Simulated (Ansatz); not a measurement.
Calculated with Ansatz (gas phase, PBE0-D4/def2-TZVP geometries, no zero-point term in ΔE). CBS: MP2 limit from def2 TZ/QZ plus the TZ coupled-cluster correction, frozen cores. This one scheme is used for every species. def2 core potentials past Kr. For In outer-core shells are correlated without core-valence functions, which leaves a few kJ/mol of doubt a bond. Each species was taken in one conformer, which may not be the lowest.

`C[S][AlH][O][InH2]` + `C=N` → `C=[N][InH2]` + `C[S][AlH][OH]`  (ligand exchange at the In–O bond)

```
             species  MP2/CBS(def2) energy (Eh)
`C[S][AlH][O][InH2]`                 -946.45381
               `C=N`                  -94.48959
       `C=[N][InH2]`                 -284.86660
     `C[S][AlH][OH]`                 -756.05376
```

Problem. Work out ΔE.

Solution. ΔE = (-284.86660) + (-756.05376) − (-946.45381) − (-94.48959) = 0.02304 Eh = +0.63 eV. CCSD(T)/CBS gives +0.65 eV.

Largest T1 diagnostic among the species: 0.015.

From BLYP to BHLYP (50 % exact exchange), in def2-TZVPP and without D4, ΔE moves by +0.04 eV. Leaving LDA and LC-ωPBE aside and taking each functional with its dispersion term where it has one, the values, not all of them listed here, spread over 0.11 eV, from revPBE-D4 to BHLYP-D4.
